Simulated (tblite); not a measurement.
Isomers of [C7H14OP]+ (charge +1). Computed values, GFN2-xTB/tblite, gas phase, harmonic and unscaled. This tight-binding method is rough: wavenumbers can miss measured ones by several per cent, in bad cases by 10 to 20. Modes of hydrogen on phosphorus can be 10 to 20 % off. One conformer each.

Electronic energies: GFN2-xTB at the same geometries; isomer energies are rough at this level and their order can be wrong.

```csv
SMILES,"electronic energy, lowest = 0 (kJ/mol)"
C=C(C)[PH+]1CCOCC1,97.2
C#CC[P@@H+](CC)COC,239.1
C=CC[PH+]1CCOCC1,104.8
C[P+]1(C)CCC(=O)CC1,0.0
COC[PH2+]C1=CCCC1,114.8
```

How do GFN2-xTB zero-point energies change the relative energies?

| SMILES | ZPE (kJ/mol) | of it from modes above 1550 cm⁻¹ | electronic (kJ/mol) | with ZPE, lowest = 0 (kJ/mol) | lowest mode (cm⁻¹) | rings |
| --- | --- | --- | --- | --- | --- | --- |
| C[P+]1(C)CCC(=O)CC1 | 506.6 | 260.7 | 0.0 | 0.0 | 53 | 1 |
| C=C(C)[PH+]1CCOCC1 | 504.5 | 256.5 | 97.2 | 95.1 | 12 | 1 |
| C=CC[PH+]1CCOCC1 | 505.3 | 257.0 | 104.8 | 103.6 | 40 | 1 |
| COC[PH2+]C1=CCCC1 | 501.5 | 252.5 | 114.8 | 109.7 | 28 | 1 |
| C#CC[P@@H+](CC)COC | 492.5 | 260.8 | 239.1 | 225.0 | 42 | 0 |

The zero-point energies span 14.1 kJ/mol, from `C#CC[P@@H+](CC)COC` to `C[P+]1(C)CCC(=O)CC1`. The order is unchanged.

What do entropy and thermal enthalpy add at 298.15 K and 1 bar (rigid rotor, harmonic oscillator, one conformer each)?

```
             SMILES  point group  symmetry number  S (J/(mol K))  H − H(0) (kJ/mol)  ZPE + H − H(0) − TS (kJ/mol)
C[P+]1(C)CCC(=O)CC1           Cs                1          426.6              31.71                         411.1
   C=CC[PH+]1CCOCC1           C1                1          423.7              30.16                         409.2
  COC[PH2+]C1=CCCC1           C1                1          448.0              32.15                         400.0
 C#CC[P@@H+](CC)COC           C1                1          482.1              37.07                         385.8
```

Not tabulated: `C=C(C)[PH+]1CCOCC1` (lowest mode only 12 cm⁻¹).
